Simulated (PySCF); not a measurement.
**Checking a proposed structure**

A compound C$_{8}$H$_{12}$ gives the data below (simulated from a calculation) and was assigned the structure `CC(C)C1=CCC=C1`.

¹³C{¹H} NMR (computed): δ 222.1 (C), 142.5 (CH), 116.8 (CH2), 112.5 (C), 90.8 (CH), 27.4 (CH2), 18.5 (CH3), 17.3 (CH3).

¹H NMR (600 MHz, computed): δ 6.52 (m, 1H), 5.49 (m, 1H), 5.33 (m, 1H), 5.31 (m, 1H), 2.31 (m, 2H), 1.83 (m, 3H), 1.20 (t, 3H).

How the numbers were obtained: PBE0/pcSseg-1 with gauge-including orbitals, structure optimised with GFN2-xTB, in PySCF (no solvent model, fast rotation and ring inversion assumed for equivalent nuclei, one computed conformer, no relativistic terms).

Scale: ¹H, ¹³C vs TMS (reference shieldings calculated alike).

Q: Compare with the shifts computed for the proposed structure, pairing carbons in order of shift.

A: Structure with atom numbers: `[CH3:1][CH:2]([CH3:3])[C:4]1=[CH:5][CH2:6][CH:7]=[CH:8]1` (H(Xn): hydrogen on atom n).

```json
{"atom": "C4", "computed for proposal": "161.7", "given list": "222.1", "difference": "-60.4"}
{"atom": "C7", "computed for proposal": "142.9", "given list": "142.5", "difference": "+0.4"}
{"atom": "C8", "computed for proposal": "137.9", "given list": "116.8", "difference": "+21.1"}
{"atom": "C5", "computed for proposal": "133.1", "given list": "112.5", "difference": "+20.6"}
{"atom": "C6", "computed for proposal": "44.8", "given list": "90.8", "difference": "-46.0"}
{"atom": "C2", "computed for proposal": "34.8", "given list": "27.4", "difference": "+7.4"}
{"atom": "C1", "computed for proposal": "25.1", "given list": "18.5", "difference": "+6.6"}
{"atom": "C3", "computed for proposal": "25.1", "given list": "17.3", "difference": "+7.8"}
```

The rms difference is 29.2 ppm and the largest -60.4 ppm at C4 (fully substituted alkene carbon). The proposal also would give 7 carbon signals, not 8. The carbon types in order of shift don't match either: C, CH, CH, CH, CH2, CH, CH3, CH3 for the proposal against C, CH, CH2, C, CH, CH2, CH3, CH3 in the data. The proposal doesn't fit.

Q: Which isomer fits?

A: `C=CC(=C=CC)CC`.

1. Carbon types of the structure: 2 × C, 2 × CH, 2 × CH2, 2 × CH3, which accounts for all hydrogens.
2. δC 222.1: central carbon of an allene; the central sp carbon of an allene is among the most deshielded carbons of hydrocarbons.
3. δC 142.5: alkene CH; an sp2 carbon of a C=C bond.
4. δC 116.8: terminal =CH2 carbon; as expected for a trigonal carbon in a double bond.
5. δC 112.5, 90.8: terminal carbon of a cumulated C=C=C unit.

Other isomers checked: C=C[C@@H]1CC=CCC1 (rms 30.6 ppm).

The shifts were computed for this structure.

Shifts are as computed. Against solution values, carbons near 30 ppm lie about +3 ppm off and those near 130 ppm about +5 ppm. Of 1211 compounds with measured shifts, 218 miss one by over three times the rms of a fit or turn the order of signals round; such compounds aren't used in these exercises. Multiplicities follow the n + 1 count of equivalent neighbours, as no J values were calculated; m marks all less simple cases, F and P coupling included.
